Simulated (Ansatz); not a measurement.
Computed with Ansatz on PBE0-D4/def2-TZVP structures; ΔE is electronic, products minus reactants. CBS: MP2 limit from def2 TZ/QZ plus the TZ coupled-cluster correction, frozen cores. Functionals use def2-TZVPP. For Ge outer-core shells are correlated without core-valence functions, which leaves a few kJ/mol of doubt a bond. Scalar relativity is left out up to krypton. Each species was taken in one conformer, which may not be the lowest.

Reaction (isomerisation): `O[CH2][GeH2][SiH3]` → `C[SiH2][O][GeH3]`

(1) Is it downhill or uphill in electronic energy at CCSD(T)/CBS, and by how much? (Estimate.)

(2) What do these levels give: r2SCAN-D4, PBE0-D4, HF/def2-TZVPP, MP2/def2-TZVPP, SCS-MP2/def2-TZVPP, MP2/def2-QZVPP? (An estimate is asked.)

Largest T1 diagnostic among the species: 0.011.

## Answers

(1) Ansatz gave: Downhill: ΔE = -56.5 kcal/mol.

(2) The calculation gave: r2SCAN-D4 -56.1, PBE0-D4 -52.1, HF/def2-TZVPP -63.6, MP2/def2-TZVPP -59.4, SCS-MP2/def2-TZVPP -59.9, MP2/def2-QZVPP -59.7 kcal/mol.

In def2-TZVPP, CCSD(T) changes the Hartree–Fock value by +7.0 kcal/mol (the triples alone add +0.7 kcal/mol) and MP2 by +4.1 kcal/mol. From PBE to PBE0 (25 % exact exchange), in def2-TZVPP and without D4, ΔE moves by −2.7 kcal/mol.
